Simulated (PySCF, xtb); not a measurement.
AlH, SMILES [AlH] (connectivity only; charge and spin as stated), neutral, multiplicity 1.

Harmonic wavenumbers (cm⁻¹) from GFN2-xTB (xtb) at its own minimum, in rising order: 1540.

Question: What does B3LYP-D3(BJ)/def2-TZVPD run with PySCF give at its own minimum? (Estimate from the structure and the level; the computed values follow.)

Answer: 1636. Paired by order, the mean absolute difference is 96 cm⁻¹ and the zero-point energies are 2.2 and 2.3 kcal/mol.
